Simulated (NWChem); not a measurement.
C$_{2}$H$_{5}$BO$_{3}$; SMILES COB(O)C=O

```xyz
11

C     -0.7644     2.1170     0.0000
O      0.4443     1.3763     0.0000
B      0.4754     0.0161     0.0000
O      1.6699    -0.6315     0.0000
C     -0.8128    -0.9751     0.0000
O     -0.5991    -2.1848     0.0000
H     -0.5067     3.1943     0.0000
H     -1.3808     1.9127    -0.9026
H     -1.3808     1.9127     0.9026
H      1.4570    -1.5935     0.0000
H     -1.8862    -0.6085     0.0000
```
Atoms are numbered in this order, from 1.

Program: NWChem. Pople sets run with spherical d functions. Geometry: optimised at PBE-D3(BJ)/def2-SVP. Atomic charges in e: unrestrained fits to the electrostatic potential beside Mulliken populations; buried atoms are poorly determined by the fit.

For level B3LYP/def2-SVP:

```yaml
Mulliken C1: 0.17
Mulliken O2: -0.22
ESP B3: 0.50
Mulliken B3: -0.01
ESP O4: -0.58
Mulliken O4: -0.11
```

**Question.** How do the values read with level Hartree-Fock/6-31G* instead?

**Answer.** 
| Item | Result |
|---|---|
| Mulliken C1 | -0.18 |
| Mulliken O2 | -0.61 |
| ESP B3 | 0.71 |
| Mulliken B3 | 0.80 |
| ESP O4 | -0.71 |
| Mulliken O4 | -0.74 |
